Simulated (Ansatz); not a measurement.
Cost and result for the atomization energy of `[F][Sn]([Cl])[SeH]` radical (5 atoms, 4 bonds).

The species carries charge 0 and has multiplicity 2. Correlated methods include outer-core shells of Se, Sn, which these sets cover unevenly. Scalar relativity is left out up to krypton. Sn: def2 effective core potential. Geometry: relaxed with PBE0-D4/def2-TZVP. It is one conformer, not always the lowest. Program: Ansatz. Hardware: A = 2 threads of an AMD EPYC 7R13 on a shared host; B = 2 threads of an AMD EPYC 7R13 on a shared host and a share of an NVIDIA H100 80 GB. Times are those of one run each, without the atoms' runs, and a repeat can differ threefold. Electronic energies, without spin–orbit coupling; frozen cores. CCSD(T)/CBS adds CCSD(T) − MP2 in def2-TZVPP to the MP2 limit, and its time is that of the two runs behind it. T1 = 0.016; ⟨S²⟩ of the reference is 0.78. With those shells the extrapolation isn't a true limit. B3LYP takes the VWN-RPA correlation (the form of Gaussian; ORCA's B3LYP/G).

CCSD(T)/CBS is a level of theory with its own doubt, some kJ/mol a heavy atom from the limit and from the frozen cores, so smaller differences don't rank the functionals.

| level | functions | wall time | atomization (kcal/mol) | difference from CCSD(T)/CBS | per bond |
| --- | --- | --- | --- | --- | --- |
| CCSD(T)/def2-SVP [B] | 95 | 3 s | 276.3 | -41.8 | -10.5 |
| LDA (SPW92)/def2-TZVPP [A] | 185 | 3.1 s | 378.5 | 60.4 | 15.1 |
| revPBE-D4/def2-TZVPP [A] | 185 | 4.4 s | 314.2 | -3.9 | -1.0 |
| PBE-D4/def2-TZVPP (with forces) [A] | 185 | 5.5 s | 326.9 | 8.8 | 2.2 |
| MP2/def2-QZVPP [B] | 328 | 7 s | 320.1 | 2.0 | 0.5 |
| CCSD(T)/def2-TZVPP [B] | 185 | 7 s | 300.5 | -17.6 | -4.4 |
| PBE0-D4/def2-TZVPP [A] | 185 | 7.5 s | 312.5 | -5.6 | -1.4 |
| BHLYP-D4/def2-TZVPP [A] | 185 | 8.5 s | 295.2 | -22.9 | -5.7 |
| CAM-B3LYP-D4/def2-TZVPP [A] | 185 | 9 s | 310.7 | -7.4 | -1.9 |
| B3LYP-D4/def2-TZVPP (with forces) [A] | 185 | 9 s | 311.7 | -6.4 | -1.6 |
| r2SCAN-D4/def2-TZVPP (with forces) [A] | 185 | 11 s | 320.4 | 2.3 | 0.6 |
| PBE-QIDH/def2-TZVPP [A] | 185 | 11 s | 306.7 | -11.4 | -2.8 |
| CCSD(T)/CBS(def2) | – | 14 s | 318.1 | 0.0 | 0.0 |

From BLYP to BHLYP (50 % exact exchange), in def2-TZVPP and without D4, the atomization energy moves by −21.1 kcal/mol: exact exchange takes away binding that semilocal exchange gives to molecules. Leaving LDA and LC-ωPBE aside and taking each functional with its dispersion term where it has one, the values spread over 31.7 kcal/mol, from BHLYP-D4 to PBE-D4. LDA lies +55.2 kcal/mol from PBE without D4, its usual overbinding. In def2-TZVPP, CCSD(T) changes the Hartree–Fock value by +99.1 kcal/mol (the triples alone add +9.5 kcal/mol) and MP2 by +107.9 kcal/mol; breaking electron pairs costs correlation energy, which Hartree–Fock lacks.

Spin–orbit coupling would lower the free Sn atoms strongly, and the atomization energy with them, by more than many differences here. For some Ge, Se and Sn compounds the MP2-based and the directly extrapolated limit differ by 10 to 25 kJ/mol.
